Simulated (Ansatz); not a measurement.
```yaml
crystal:
  periodic: [false, false, false]
  atoms:
    - {symbol: N, position_ang: [-1.184751, 1.630073, 0.399708]}
    - {symbol: Si, position_ang: [-0.176919, 0.298054, 0.035000]}
    - {symbol: Si, position_ang: [1.335394, -0.239850, 1.721046]}
    - {symbol: C, position_ang: [-0.887144, -1.096850, -0.870565]}
    - {symbol: C, position_ang: [0.199999, -0.288884, -1.640880]}
    - {symbol: H, position_ang: [-0.824004, 2.577325, 0.365279]}
    - {symbol: H, position_ang: [-2.180688, 1.617787, 0.077461]}
    - {symbol: H, position_ang: [2.260694, 0.980425, 1.993600]}
    - {symbol: H, position_ang: [2.193027, -1.354060, 1.300484]}
    - {symbol: H, position_ang: [0.688288, -0.489692, 3.040759]}
    - {symbol: H, position_ang: [-1.885793, -1.025045, -1.285649]}
    - {symbol: H, position_ang: [-0.666324, -2.094050, -0.678507]}
    - {symbol: H, position_ang: [-0.176030, 0.351639, -2.482456]}
    - {symbol: H, position_ang: [1.159809, -0.789978, -1.867371]}
basis:
  gaussian: {orbitals: pcseg-2}
hamiltonian: {xc: {name: B97M-V}}
accuracy: high
scf: {lower_state_search: off}
output: {forces: true}
```

```sh
$ ansatz run in.yaml --threads 4 --pin off --events-out ev --progress --plain --max-ram 10444MiB
```

It prints (some lines left out):

```
Functional definition: B97M-V
5285 factors; integrals over basis functions are off by at most 5.6e-8 eV
mean field evaluation 1: about -19445.8916 eV, gradient 8.8e1 eV
mean field evaluation 2: about -19396.0198 eV, gradient 1.5e2 eV
mean field evaluation 4: about -19462.8475 eV, gradient 1.3e1 eV
mean field evaluation 8: about -19463.2859 eV, gradient 4.0e-1 eV
mean field evaluation 16: about -19463.2862 eV, gradient 1.1e-4 eV
mean field -19463.28624975 eV, -715.2625769890 hartree, gradient 8.2e-8 eV, S^2 0.000000; 0 other end points of the search recorded, 0 dependent functions left out
reference -19463.28625859 eV, -715.2625773138 hartree; 28, 28 occupied and 256, 256 virtual orbitals, 5285 factors
Total energy: -19463.28625859 eV, -715.2625773138 hartree
Atom 0 at    -1.184751     1.630073     0.399708 Å, force    -1.496829     0.510314    -0.581442 eV/Å
Atom 1 at    -0.176919     0.298054     0.035000 Å, force     0.197602     0.195238     1.088740 eV/Å
Atom 2 at     1.335394    -0.239850     1.721046 Å, force     0.338166     1.365607     0.297448 eV/Å
Atom 3 at    -0.887144    -1.096850    -0.870565 Å, force    -0.654299     0.967851    -0.948594 eV/Å
Atom 4 at     0.199999    -0.288884    -1.640880 Å, force     0.351880     0.408958    -1.433772 eV/Å
Atom 5 at    -0.824004     2.577325     0.365279 Å, force    -0.205618    -0.471194     0.031001 eV/Å
Atom 6 at    -2.180688     1.617787     0.077461 Å, force     1.696315     0.032920     0.527733 eV/Å
Atom 7 at     2.260694     0.980425     1.993600 Å, force    -0.493972    -0.758000    -0.219775 eV/Å
Atom 8 at     2.193027    -1.354060     1.300484 Å, force     0.086332    -0.257561    -0.010443 eV/Å
Atom 9 at     0.688288    -0.489692     3.040759 Å, force     0.023586    -0.171014    -0.176870 eV/Å
Atom 10 at    -1.885793    -1.025045    -1.285649 Å, force     0.075583     0.147085     0.018735 eV/Å
Atom 11 at    -0.666324    -2.094050    -0.678507 Å, force     0.467670    -1.423226     0.447229 eV/Å
Atom 12 at    -0.176030     0.351639    -2.482456 Å, force     0.466119    -0.876964     0.862206 eV/Å
Atom 13 at     1.159809    -0.789978    -1.867371 Å, force    -0.852533     0.329984     0.097806 eV/Å
Dipole moment:    -0.245689     0.203094    -0.220339 e Å
Checks for a lower state left out: stability, starts, cluster_reference, orbital_swaps, neighbouring_geometries, increment
```

It took 54 s on 4 threads of an Arm Neoverse V1 on a shared host, with 1.9 GiB of host memory at the peak.
